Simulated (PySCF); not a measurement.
SSn (SMILES [S]=[Sn]), singlet, at a GFN2-xTB geometry (such geometries of metal compounds can be far from the true shape) (all electrons, no relativity); PySCF with CASSCF(2,2)/STO-3G.

Here is a job for PySCF.
```python
from pyscf import gto, scf, mcscf
import numpy

mol = gto.M(
    atom='''
Sn   -0.00000000   -0.00000000   -0.54106796
S     0.00000000    0.00000000    1.69083738
''',
    basis='sto-3g',
    verbose=4,
)

mf = scf.RHF(mol)
mf.kernel()
mc = mcscf.CASSCF(mf, 2, 2)
mc.fix_spin_(ss=0.0)
mc = mc.newton()
mc.kernel()
occ = numpy.linalg.eigvalsh(mc.fcisolver.make_rdm1(mc.ci, mc.ncas, mc.nelecas))[::-1]
ss = mc.fcisolver.spin_square(mc.ci, mc.ncas, mc.nelecas)[0]
print('natural occupations', occ.round(4), ' <S^2>', round(ss, 4))
```

What the program printed (banner, timings and long lists left out):

```
PySCF version 2.14.0

[INPUT] verbose = 4
[INPUT] num. atoms = 2
[INPUT] num. electrons = 66
[INPUT] charge = 0
[INPUT] spin (= nelec alpha-beta = 2S) = 0
[INPUT] symmetry False subgroup None
[INPUT] Mole.unit = angstrom
[INPUT] Symbol           X                Y                Z      unit          X                Y                Z       unit  Magmom
[INPUT]  1 Sn     0.000000000000   0.000000000000  -0.541067960000 AA    0.000000000000   0.000000000000  -1.022470259177 Bohr   0.0
[INPUT]  2 S      0.000000000000   0.000000000000   1.690837380000 AA    0.000000000000   0.000000000000   3.195219569377 Bohr   0.0

nuclear repulsion = 189.677295514692
number of shells = 16
number of NR pGTOs = 108
number of NR cGTOs = 36
basis = sto-3g
ecp = {}

******** <class 'pyscf.scf.hf.RHF'> ********
method = RHF
initial guess = minao
damping factor = 0
level_shift factor = 0
DIIS = <class 'pyscf.scf.diis.CDIIS'>
diis_start_cycle = 1
diis_space = 8
diis_damp = 0
SCF conv_tol = 1e-09
SCF conv_tol_grad = None
SCF max_cycles = 50
direct_scf = True
direct_scf_tol = 1e-13
Set gradient conv threshold to 3.16228e-05
Initial guess from minao.
init E= -6339.18451311978
  HOMO = -0.517044238710221  LUMO = -0.292070674186341  gap/eV = 6.12184
cycle= 1 E= -6356.43730403128  delta_E= -17.3  |g|= 0.203  |ddm|= 2.26
  HOMO = -0.192029473477918  LUMO = 0.186853864146013  gap/eV = 10.30994
cycle= 2 E= -6356.44589646557  delta_E= -0.00859  |g|= 0.0233  |ddm|= 0.249
  HOMO = -0.196651999235504  LUMO = 0.184649681217814  gap/eV = 10.37575
cycle= 3 E= -6356.44622107171  delta_E= -0.000325  |g|= 0.00596  |ddm|= 0.0648
  HOMO = -0.196330017061884  LUMO = 0.184152802052204  gap/eV = 10.35346
cycle= 4 E= -6356.44625530596  delta_E= -3.42e-05  |g|= 0.0029  |ddm|= 0.0251
  HOMO = -0.196945422657603  LUMO = 0.184262957977258  gap/eV = 10.37321
cycle= 5 E= -6356.44626316454  delta_E= -7.86e-06  |g|= 0.00205  |ddm|= 0.0105
  HOMO = -0.196769053023276  LUMO = 0.184206485663333  gap/eV = 10.36687
cycle= 6 E= -6356.4462667203  delta_E= -3.56e-06  |g|= 0.000284  |ddm|= 0.00848
  HOMO = -0.196720150264295  LUMO = 0.184207238354574  gap/eV = 10.36556
cycle= 7 E= -6356.44626682493  delta_E= -1.05e-07  |g|= 1.72e-05  |ddm|= 0.00182
  HOMO = -0.196720589881148  LUMO = 0.184206610921253  gap/eV = 10.36556
cycle= 8 E= -6356.44626682517  delta_E= -2.36e-10  |g|= 1.74e-06  |ddm|= 6.95e-05
  HOMO = -0.196720539321787  LUMO = 0.184206607286739  gap/eV = 10.36556
Extra cycle  E= -6356.44626682518  delta_E= -5.46e-12  |g|= 6.65e-07  |ddm|= 3.31e-06
converged SCF energy = -6356.44626682518

******** <class 'pyscf.mcscf.newton_casscf.CASSCF'> ********
CAS (1e+1e, 2o), ncore = 32, nvir = 2
max_cycle_macro = 50
max_cycle_micro = 10
conv_tol = 1e-07
conv_tol_grad = None
orbital rotation max_stepsize = 0.03
augmented hessian ah_max_cycle = 30
augmented hessian ah_conv_tol = 1e-12
augmented hessian ah_linear dependence = 1e-14
augmented hessian ah_level shift = 1e-08
augmented hessian ah_start_tol = 500
augmented hessian ah_start_cycle = 3
augmented hessian ah_grad_trust_region = 3
kf_trust_region = 3
kf_interval = 5
natorb = False
canonicalization = True
internal_rotation = False
******** <class 'pyscf.fci.addons.SpinPenaltyFCISolver'> ********
max. cycles = 50
conv_tol = 1e-08
davidson only = True
linear dependence = 1e-12
level shift = 0.001
max iter space = 12
nroots = 1
pspace_size = 400
spin = None

WARN: SO-CASSCF (Second order CASSCF) is an experimental feature. Its performance is bad for large systems.

CASCI E = -6356.44861980115  dE = -6356.4486  S^2 = 0.0000000
Set conv_tol_grad to 0.000316228
macro 1 (11 JK  7 micro), CASSCF E = -6356.45022202482  dE = -0.001602  |grad|=0.0107  S^2 = 0.0000000
macro 2 (11 JK  7 micro), CASSCF E = -6356.45172047793  dE = -0.001498  |grad|=0.00839  S^2 = 0.0000000
macro 3 (11 JK  7 micro), CASSCF E = -6356.45286379906  dE = -0.001143  |grad|=0.00558  S^2 = 0.0000000
macro 4 (11 JK  7 micro), CASSCF E = -6356.45359203319  dE = -0.0007282  |grad|=0.00303  S^2 = 0.0000000
macro 5 (9 JK  5 micro), CASSCF E = -6356.45382424665  dE = -0.0002322  |grad|=0.00119  S^2 = 0.0000000
macro 6 (7 JK  3 micro), CASSCF E = -6356.45385558483  dE = -3.134e-05  |grad|=0.00118  S^2 = 0.0000000
macro 7 (8 JK  4 micro), CASSCF E = -6356.45385599362  dE = -4.088e-07  |grad|=0.000116  S^2 = 0.0000000
macro 8 (1 JK  0 micro), CASSCF E = -6356.45385599362  dE = 0  |grad|=1.97e-05  S^2 = 0.0000000
newton CASSCF converged in 8 macro (15 KF 54 Hx) steps
CASSCF canonicalization
Density matrix diagonal elements [1.97291459 0.02708541]
CASSCF energy = -6356.45385599362
CASCI E = -6356.45385599362  E(CI) = -0.990488737478699  S^2 = 0.0000000
natural occupations [1.9729 0.0271]  <S^2> 0.0
```
